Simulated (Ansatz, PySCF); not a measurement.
Gas-phase reaction (SMILES): BrB(Br)Br [tribromoborane] + F (HF) -> FB(Br)Br [dibromo(fluoro)borane] + Br (HBr); hydrogen fluoride cleaves one B-Br bond, a model of a ligand-exchange step.

Geometries: B3LYP-D3(BJ)/def2-TZVP minima from Ansatz (a program for electronic structure). Correlated levels leave the core frozen unless marked. Spin-orbit coupling is left out. The frozen core is the preceding noble-gas configuration, with the filled d and f shells of earlier blocks. No relativistic terms. Basis-set limits of correlation are two-point, X^-3; Hartree-Fock from the larger set. Thermal terms are rigid-rotor harmonic-oscillator values from B3LYP-D3(BJ) frequencies (Ansatz or PySCF) at 298.15 K and 1 atm. 1 Eh = 627.5095 kcal/mol.

| species | E, CCSD(T)/CBS(aug-cc-pVTZ,aug-cc-pVQZ) (Ansatz) (Eh) | E, r2SCAN-D4/def2-TZVPD (Ansatz + dftd4) (Eh) | H - E (Eh) | G - E (Eh) |
|---|---|---|---|---|
| BrB(Br)Br | -7742.94146 | -7747.37336 | 0.01187 | -0.02500 |
| F (HF) | -100.39216 | -100.44728 | 0.01259 | -0.00713 |
| FB(Br)Br | -5270.07440 | -5273.10534 | 0.01343 | -0.02189 |
| Br (HBr) | -2573.28283 | -2574.74145 | 0.00927 | -0.01328 |

Work out ΔE and ΔH, ΔG, ΔS and the equilibrium constant at 298.15 K at the first level, then ΔH at the second.


1. ΔE = [(-5270.07440) + (-2573.28283)] - [(-7742.94146) + (-100.39216)] = -0.02361 Eh = -14.8 kcal/mol at CCSD(T)/CBS(aug-cc-pVTZ,aug-cc-pVQZ).
2. The terms H - E add up to -0.00176 Eh, so ΔH = (-0.02361 + (-0.00176))×627.5095 = -15.9 kcal/mol.
3. The terms G - E add up to -0.00304 Eh, so ΔG = -16.7 kcal/mol, and ΔS = (-0.00176 - (-0.00304))×627509.5/298.15 = 2.7 cal/(mol K).
4. log10 K = -ΔG/(RT ln 10) = 12.2, with RT ln 10 = 1.3642 kcal/mol.
5. At r2SCAN-D4/def2-TZVPD the same steps give ΔE = -16.4 and ΔH = -17.5 kcal/mol, a shift of -1.6 from the first level.
6. These values are not checked against measurement here, since the tables used lack a sound gas-phase enthalpy of formation for at least one species.
